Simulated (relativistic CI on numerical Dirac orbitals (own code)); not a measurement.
# Transition arrays of Gd XXII

Calculated at this level of theory: Dirac-Coulomb-Breit CI, orbitals from a KLI potential per configuration, QED by a radiative potential, valence Slater integrals scaled by 0.9, whole transition arrays (own radial code, finite nucleus).

Configuration list (outside the closed core [Ar] 3d10 4s2): 4p6 4d7, 4p6 4d6 4f, 4p5 4d8, 4p6 4d6 5p, 4p6 4d6 5f. Levels of other configurations are missing.

All E1 lines from the levels of 4p6 4d7; mean and standard deviation are weighted by gf, and upper levels are sorted by their leading configuration.

| Upper configuration | Lines | Σgf | Mean (eV) | Mean (nm) | σ (eV) | Strongest line (nm) |
| --- | --- | --- | --- | --- | --- | --- |
| 4p6 4d6 4f | 3007 | 796.4 | 181.69 | 6.824 | 5.98 | 6.774 |
| 4p5 4d8 | 284 | 51.7 | 180.56 | 6.867 | 19.82 | 6.577 |
| 4p6 4d6 5p | 1718 | 83.1 | 256.23 | 4.839 | 4.42 | 4.839 |
| 4p6 4d6 5f | 2825 | 122.2 | 372.25 | 3.331 | 4.40 | 3.285 |

Σgf per state of the lower configuration in bins of 0.1 nm over the central range (centre: value): 3.25: 0.27, 3.35: 0.73, 4.65: 0.03, 4.75: 0.13, 4.85: 0.40, 4.95: 0.11, 6.35: 0.08, 6.45: 0.09, 6.55: 0.36, 6.65: 0.72, 6.75: 1.97, 6.85: 2.86, 6.95: 0.55, 7.05: 0.15.

Q: How do configuration mixing and the scaling of the Slater integrals move the arrays?

A: Slater scale 0.9, no configuration mixing: 4p6 4d6 4f 176.3 ± 6.8 eV (Σgf 622.0), 4p5 4d8 155.5 ± 16.4 eV (Σgf 163.7), 4p6 4d6 5p 256.4 ± 4.4 eV (Σgf 97.1), 4p6 4d6 5f 372.2 ± 4.4 eV (Σgf 132.1); Slater scale 1: 4p6 4d6 4f 185.2 ± 5.8 eV (Σgf 833.2), 4p5 4d8 179.2 ± 25.6 eV (Σgf 32.2), 4p6 4d6 5p 256.3 ± 4.7 eV (Σgf 81.1), 4p6 4d6 5f 372.3 ± 4.6 eV (Σgf 122.1); Slater scale 0.8: 4p6 4d6 4f 178.0 ± 5.6 eV (Σgf 744.0), 4p5 4d8 179.9 ± 16.3 eV (Σgf 86.9), 4p6 4d6 5p 256.2 ± 4.2 eV (Σgf 85.0), 4p6 4d6 5f 372.2 ± 4.2 eV (Σgf 122.4). With mixing, levels are counted to their leading configuration, so an array can shrink or vanish into another, and the sums then hold other lines.
